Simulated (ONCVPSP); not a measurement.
What one change does to a pseudopotential (lutetium, ONCV)

| Quantity | Value |
| --- | --- |
| Element | lutetium (Lu) |
| Generator | ONCVPSP 4.0.1 |
| Type | optimised norm-conserving Vanderbilt (ONCV) |
| Functional | LDA (Perdew-Zunger) |
| Relativity | scalar-relativistic |
| Frozen core | [Xe] |
| Valence charge | 17 |
| Reference configuration | 4f14 5d1 6s1 6p1 |
| Partial waves | 6s: rc 3.20 bohr, ncon 3, nbas 7, qcut 1.9 1/bohr, 3 projectors, debl 1.7 Ha; 6p: rc 3.20 bohr, ncon 3, nbas 7, qcut 2.1 1/bohr, 3 projectors, debl 2.2 Ha; 5d: rc 2.45 bohr, ncon 4, nbas 9, qcut 5.7 1/bohr, 2 projectors, debl 1.3 Ha; 4f: rc 1.15 bohr, ncon 4, nbas 8, qcut 15.2 1/bohr, 1 projector |
| Local potential | polynomial inside 1.15 bohr (lpopt 5, dvloc0 6 Ha) |
| Core correction | Teter function, fcfact 5, rcfact 1.2 |

Change: local potential polynomial inside 1.00 bohr (lpopt 5, dvloc0 -1 Ha).

Cutoffs: the cutoffs (Ha) at which the residual kinetic energy of the hardest occupied pseudo-wave falls to 1 and 0.1 mHa per electron; they do not see the model core or the augmentation charge, which bear on the density cutoff. Errors are all-electron minus pseudo energies relative to the spin-unpolarised reference configuration.

Predict the effect on cutoff, ghosts and configuration errors.

The potential gets neither clearly harder nor softer (100 Ha and 108 Ha → 100 Ha and 108 Ha); the bound ghosts move from s to p, s; the errors of the 4 common tests hardly move; the range in which the s phases agree narrows (upper end 4.8 → 3.0); the range in which the p phases agree widens (upper end 2.3 → 4.9). In the separable form a ghost depends on how the local part lies against the semilocal potential of the channel, so the choice of the local part can create or remove one.

| quantity | base | changed |
| --- | --- | --- |
| cutoff, loose | 100 Ha | 100 Ha |
| cutoff, tight | 108 Ha | 108 Ha |
| bound ghosts | s | s, p |
| GHOST(+) flags under 300 eV | p at 63.6 eV, s at 155.6 eV | s at 82.7 eV, p at 138.2 eV |
| error for 4f14 5d1 6s2 6p0, meV [ΔE -3.52 eV] | -7.4 | -7.4 |
| error for 4f14 5d1 6s1 6p0, meV [ΔE 4.06 eV] | -2.0 | -2.0 |
| error for 4f14 5d1 6s0 6p0, meV [ΔE 17.64 eV] | -1.5 | -1.4 |
| error for 4f14 5d2 6s1 6p0, meV [ΔE -0.52 eV] | -19 | -19 |
| s: phases at 3.25 bohr within 0.05 rad from the reference energy up to (Ha; the scan ends near 5) | 4.8 | 3.0 |
| p: phases at 3.25 bohr within 0.05 rad from the reference energy up to (Ha; the scan ends near 5) | 2.3 | 4.9 |
| d: phases at 2.48 bohr within 0.05 rad from the reference energy up to (Ha; the scan ends near 5) | to the end of the scan | to the end of the scan |
| f: phases at 1.17 bohr within 0.05 rad from the reference energy up to (Ha; the scan ends near 5) | 1.1 | 1.7 |
| rms error of d²Exc/dni dnj with the model core, mHa | 5.74 | 5.74 |

 A true bound ghost makes a file unfit for plane-wave use even where its test errors are small: the radial tests pick states by their node count and pass the ghost by.
